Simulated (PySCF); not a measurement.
CH5BClNO.
InChI=1S/CH5BClNO/c1-5-2(3)4/h4H2,1H3

A linear-response calculation (PySCF, def2-SVPD basis, gas phase, vertical, core orbitals frozen in the response) gave these numbers; the functional is withheld.

Orbital energies (eV): HOMO-3 -10.98, HOMO-2 -10.18, HOMO-1 -10.05, HOMO -9.63, LUMO 0.64, LUMO+1 1.63, LUMO+2 2.12.

```
state  E (eV)       f   main configurations (H = HOMO, L = LUMO)
   S1    7.12   0.024                                  H→L (89%)
   S2    7.87   0.035                                H-1→L (85%)
   S3    8.12   0.031                 H-2→L (80%), H-2→L+1 (12%)
   S4    8.37  0.0008       H→L+1 (51%), H→L+4 (18%), H→L+6 (9%)
   S5    8.58   0.012  H→L+2 (48%), H-1→L+1 (11%), H-2→L+3 (11%)
   S6    8.61  0.0030                H-2→L+3 (74%), H-2→L+5 (8%)
```

Triplets (Tamm–Dancoff): T1 6.85 eV, H→L (83%); T2 7.22 eV, H→L+3 (86%); T3 7.75 eV, H-1→L (81%); T4 7.98 eV, H-2→L (76%), H-2→L+1 (15%).

Vertical ionisation energy by ΔSCF with the same functional: 10.59 eV. Mean static polarisability: 53.2 au.

Problem. Which of these was used?
A. B3LYP
B. HF
C. PBE
D. CAM-B3LYP

Solution. D. CAM-B3LYP is range-separated, 19% exact exchange at short range and 65% at long range (ω = 0.33 bohr⁻¹). In this run −ε(HOMO) = 9.63 eV differs from the ΔSCF value by -0.95 eV, and S1 differs from the orbital gap of 10.27 eV by -3.15 eV. The ratio −ε(HOMO)/IP is 0.91. Usual ranges for neutral molecules in this basis: 0.85 to 0.93 with CAM-B3LYP, 0.5 to 0.7 with PBE, 0.67 to 0.83 with B3LYP; with Hartree–Fock the ratio is 1 or more (Koopmans' value less the relaxation energy is the ΔSCF value). The other options: PBE, a GGA without exact exchange; HF, time-dependent Hartree–Fock, 100% exact exchange; B3LYP, a global hybrid with 20% exact exchange.

Computed, not measured: PySCF, TDDFT CAM-B3LYP/def2-SVPD, vertical, gas phase, core orbitals frozen in the response. One conformer (not necessarily the lowest) at the PBE0-D3(BJ)/def2-SVP geometry, without solvent, vibrations or thermal averaging.

The run took 1.8 min wall on one thread of an Arm Neoverse V1, shared host.

Conformer computed: `[CH3:1][O:2][B:3]([NH2:4])[Cl:5]`: C1–O2–B3–N4 0°, H–N4–B3–O2 180°, H–N4–B3–O2 0°.
